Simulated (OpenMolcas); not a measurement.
Cu2+: effect of the metal basis

Cu2+ with its 6 nearest fluoride ions at 2.021 Å, on the Mg site of KMgF3 (a = 3.973 Å, distance in the model lattice 1.986 Å). The rest of the host is ab initio model potentials to 7.6 Å and point charges beyond; the distance is set by hand and nothing relaxes.

* Program: OpenMolcas 26.06
* Method: SS-CASPT2, IPEA 0.25 Eh, imaginary shift 0.1 Eh (closed shells correlated: 3s 3p and the ligand valence shells)
* Spin-orbit coupling: state interaction with AMFI integrals over the reference wave functions

Fixed: ligand basis ANO-RCC-VDZP, active space 9 electrons in 5 orbitals (3d), DKH2 Hamiltonian.

States (labels of O, the rotations of Oh). Energies in cm-1 above the lowest state or level, χT in cm3 K/mol; 10Dq is the gap between the two states.

| Run | Metal basis | Ground state | First state of that spin | 10Dq | First gap with spin-orbit (degeneracies) | χT at 300 K | Cost |
| --- | --- | --- | --- | --- | --- | --- | --- |
| A | ANO-RCC-VDZP | 2E | 2T2 7830 | 7827 | 7130 (4, 2) | 0.563 | roughly 15 core-seconds |
| B | ANO-RCC-VTZP | 2E | 2T2 7640 | 7643 | 6960 (4, 2) | 0.566 | roughly 22 core-seconds |

Against A, |10Dq| changes by -2.4 % in B.

Costs are those of the CASPT2 steps.

Over all roots computed the reference weight is 0.74 in A, 0.74 in B; a low but even weight reflects the number of correlated electrons. An orbital doublet at a regular site is open to a Jahn-Teller distortion, which this geometry leaves out. A single d shell leaves out the double-shell effect, which counts most for late 3d ions, where the CASPT2 field can be off either way by tens of per cent. Ligand-to-metal charge-transfer states are missing. With one d shell and no ligand orbital active, 10Dq can be off by tens of per cent for divalent 3d ions, low with halides held by bare charges and at times high in hosts, and the orbital part of g and χT goes as 1/10Dq. Free-ion shares, where given, are those of the reference states; single-state CASPT2 does not remix them. No measured value stands beside these numbers; the geometry was set by hand and not optimised.
